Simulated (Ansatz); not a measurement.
Total energies of `B[TeH]`.

Cartesian coordinates in Å:
```
B -0.481 0.456 -0.293
Te 1.309 -0.009 0.700
H -1.229 -0.406 -0.624
H -0.686 1.612 -0.494
H 1.087 -1.653 0.712
```

The species carries charge 0 and has multiplicity 1. Correlated methods include outer-core shells of Te, which these sets cover unevenly. Te: def2 effective core potential. The geometry is a stationary point of PBE0-D4/def2-TZVP. Basis def2-TZVPP, Ansatz 0.2.0.

RPA on PBE orbitals: Hartree–Fock energy of these orbitals -293.40580 Eh, correlation -0.82589 Eh (frozen core).

| functional | energy without D4 (Eh) | D4 term (kJ/mol) |
| --- | --- | --- |
| LDA (SPW92) | -293.96472 | – |
| PBE | -294.61479 | -7.1 |
| revPBE | -294.71159 | -20.5 |
| BLYP | -294.60219 | -15.8 |
| r2SCAN | -294.75658 | -1.5 |
| B97M-V | -294.67307 | – |
| PBE0 | -294.64250 | -5.9 |
| B3LYP | -294.77230 | -11.8 |
| r2SCANh | -294.74490 | -1.6 |
| r2SCAN0 | -294.72792 | -1.8 |
| HSE06 (plane-wave form) | -294.63842 | -5.6 |
| BHLYP | -294.60117 | -10.0 |
| CAM-B3LYP | -294.64765 | -6.1 |
| LC-ωPBE | -294.68329 | – |
| ωB97X-V | -294.64942 | – |
| ωB97M-V | -294.61785 | – |
| B2PLYP | -294.46576 | – |
| PBE-QIDH | -294.47513 | – |

B3LYP takes the VWN-RPA correlation (the form of Gaussian; ORCA's B3LYP/G). HSE06 is the plane-wave form, built on full-range PBE exchange. The double hybrids freeze the cores in their second-order part.

LC-ωPBE has ω = 0.4 bohr⁻¹.
